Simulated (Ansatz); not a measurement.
Active spaces for CoH, triplet

Computed with Ansatz's Gaussian-basis code (development build). Basis def2-SVP, nonrelativistic, 5 orbitals frozen in the corrections. State-specific CASSCF; RHF is the lowest restricted (open-shell) Hartree–Fock solution met. Letters tell apart solutions met in one space. The basis is small, far from the limit. No symmetry is imposed, so a solution can break that of the shape. Lower solutions, or ones in other orbitals, may exist.

Geometry: bond length 1.6535 Å.

CASSCF less RHF, in eV, and natural occupations:

| CAS | CASSCF | occupations |
| --- | --- | --- |
| (10,7) a | -1.913 | 2.00, 2.00, 2.00, 1.38, 1.00, 1.00, 0.62 |
| (10,7) b | -1.811 | 2.00, 1.97, 1.97, 1.42, 1.03, 1.03, 0.58 |

**Question.** What totals less RHF do the corrections give on each solution?

**Answer.** 

| CAS | SC-NEVPT2 |
| --- | --- |
| (10,7) a | -9.438 |
| (10,7) b | -9.238 |

**Question.** In CAS(10,7), is the solution lowest in CASSCF also lowest after SC-NEVPT2?

**Answer.** Yes: (10,7) a stays lowest, 0.20 eV under the next.
